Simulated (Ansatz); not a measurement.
Job for Ansatz (a first-principles code): U-CCSD(T)/cc-pVTZ on O2 (SMILES O=O).

Ansatz 0.2 input:
```yaml
crystal:
  periodic: [false, false, false]
  atoms:
    - {symbol: O, position_ang: [-0.00000000, 0.00000000, -0.60213395]}
    - {symbol: O, position_ang: [0.00000000, -0.00000000, 0.60213395]}
basis:
  gaussian:
    orbitals: cc-pVTZ
magnetization: {spin_polarized: true, initial_magnetization: 2}
correlation: {method: ccsd_t, electrons: outside_noble_gas}
scf: {omitted_lower_state_checks: [cluster_reference]}
```

It printed:

```
WARN ansatz: RAYON_NUM_THREADS=1 ignored (pool sized by the plan → 1); use --threads N
Functional definition: HF
these checks for a lower state are left out or cut short: cluster_reference
integrals: 0.04 GiB planned
375 factors; integrals over basis functions are off by at most 5.3e-4 eV
mean field: 0.09 GiB planned
mean field evaluation 1: about -4072.1060 eV, gradient 1.4e1 eV
mean field evaluation 2: about -4072.1167 eV, gradient 1.4e1 eV
mean field evaluation 4: about -4072.8665 eV, gradient 1.5e0 eV
mean field evaluation 8: about -4072.8837 eV, gradient 1.2e-4 eV
mean field evaluation 16: about -4072.8829 eV, gradient 1.1e-1 eV
mean field -4072.88367622 eV, -149.6757144012 hartree, gradient 1.6e-6 eV, S^2 2.042331; 2 other end points of the search recorded, 0 dependent functions left out
2 core orbitals not correlated
reference -4072.88367622 eV, -149.6757144012 hartree; 7, 5 occupied and 51, 53 virtual orbitals, 375 factors
second order -11.80784158 eV of doubles, -0.00000000 eV of singles
coupled cluster: 0.16 GiB planned
cycle   1  -11.39979917 eV  change    4.1e-1 eV  update   8.0e-2
cycle   2  -11.79238598 eV  change   -3.9e-1 eV  update   2.4e-2
cycle   3  -11.85376178 eV  change   -6.1e-2 eV  update   9.9e-3
cycle   4  -11.85154617 eV  change    2.2e-3 eV  update   1.6e-3
cycle   5  -11.85111773 eV  change    4.3e-4 eV  update   4.3e-4
cycle   6  -11.85123830 eV  change   -1.2e-4 eV  update   1.3e-4
cycle   7  -11.85132111 eV  change   -8.3e-5 eV  update   3.5e-5
cycle   8  -11.85132679 eV  change   -5.7e-6 eV  update   8.6e-6
perturbative correction -0.48180772 eV, -0.0177061069 hartree
Total energy: -4085.21681072 eV, -150.1289487345 hartree
Checks for a lower state left out: cluster_reference
```

The run converged.

Cost: very roughly 3 core-seconds.
